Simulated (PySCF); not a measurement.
C6H13O (doublet state).
Geometry (GFN2-xTB, Å), atoms numbered from 1 in this order:
```xyz
20
C6H13O angstrom
C     -1.6314    1.1507   -1.0341
C     -1.3056   -0.2227   -0.6077
C     -2.4627   -0.8087    0.2335
C     -0.0077   -0.2597    0.2128
C      1.2013    0.1308   -0.6324
C      2.4904    0.1533    0.1889
O      3.6120    0.5548   -0.5620
H     -1.5022    1.9669   -0.3498
H     -2.1404    1.3362   -1.9592
H     -1.1889   -0.8619   -1.4909
H     -2.2367   -1.8330    0.5207
H     -3.3861   -0.8017   -0.3399
H     -2.6084   -0.2156    1.1327
H     -0.0989    0.4299    1.0543
H      0.1400   -1.2638    0.6171
H      1.3136   -0.5810   -1.4564
H      1.0363    1.1192   -1.0671
H      2.4096    0.8826    0.9982
H      2.6637   -0.8386    0.6346
H      3.6970   -0.0271   -1.3255
```

The hyperfine couplings belong to this conformer and change with its torsions.

As a line formula: `[CH2][C@H](C)CCCO` [radical].

Method used: PySCF, UKS B3LYP, pcH-1 on C H O, non-relativistic, mean-field spin-orbit, GIAO. The structure is a single GFN2-xTB conformer in the gas phase; no vibrational or solvent corrections. A GFN2-xTB geometry isn't a minimum of the functional, and hyperfine couplings can be far from their values at a DFT geometry. The SCF solution wasn't tested for stability.

Question: Match the computed a_iso(13C) values +94.0, +89.7, -30.6, +18.8, +3.1, -0.6 MHz with the sites C1; C2; C3; C4; C5; C6.

Answer: 
| site | a_iso (MHz) | ρ(0) (bohr⁻³) | position | distance from C1 (Å) | spin population | largest \|T\| (MHz) |
| --- | --- | --- | --- | --- | --- | --- |
| C1 | +94.0 | +0.0836 | largest spin population | 0.00 | +1.08 | 162.1 |
| C2 | -30.6 | -0.0272 | 1 bond from C1 | 1.47 | -0.08 | 2.3 |
| C3 | +89.7 | +0.0798 | 2 bonds from C1 | 2.48 | +0.04 | 11.5 |
| C4 | +18.8 | +0.0168 | 2 bonds from C1 | 2.49 | +0.02 | 4.7 |
| C5 | +3.1 | +0.0028 | 3 bonds from C1 | 3.04 | +0.01 | 2.3 |
| C6 | -0.6 | -0.0005 | 4 bonds from C1 | 4.41 | 0.00 | 0.5 |

ρ(0) is the spin density at the nucleus and T the dipolar tensor; entries for several nuclei are means. The Mulliken spin populations are largest on C1 (+1.08) and C2 (-0.08). No atom but C1 exceeds +0.15. The angles at C1 add up to 359.3°, so it is planar; its axial dipolar tensor and the negative couplings of its protons fit spin in a p orbital normal to that plane.

Nuclei that the bonding pattern makes equivalent are averaged, as if the motion that swaps them (rotation, inversion, ring flip) were fast. The three 1H nuclei of mean +6.1 MHz run from -3.7 to 24.1 MHz in the frozen geometry.
